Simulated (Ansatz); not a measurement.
Mulliken charges of GaH₅O₃Si, SMILES `[OH][Ga]([OH])[O][SiH3]` from ωB97M-V/def2-TZVPP in Ansatz (PBE0-D4/def2-TZVP geometry).

```tsv
atom	x (Å)	y (Å)	z (Å)	charge (e)
O1	-2.109	-1.844	-0.191	-0.399
Ga2	-0.532	-1.066	0.026	0.705
O3	0.907	-2.011	0.436	-0.398
O4	-0.383	0.683	-0.168	-0.437
Si5	0.782	1.827	-0.073	0.309
H6	-2.807	-1.222	-0.411	0.177
H7	0.734	-2.951	0.521	0.173
H8	1.867	1.570	-1.058	-0.044
H9	1.380	1.871	1.289	-0.044
H10	0.161	3.143	-0.371	-0.043
```

By hand: the dipole of these point charges (1 e Å = 4.8032 D).

Σ q r = (-0.005, 0.037, -0.005) e Å, of length 0.038 e Å = 0.18 D.

How does the dipole of the full density compare? (An estimate is asked.)

The calculation gave: (-0.214, -0.120, -0.028) e Å, 1.19 D; the point charges give 0.15 times that, at 110° from its direction.

Point charges leave out the atoms' own dipoles, such as those of lone pairs, and Mulliken's split depends on the basis, so the two needn't agree.
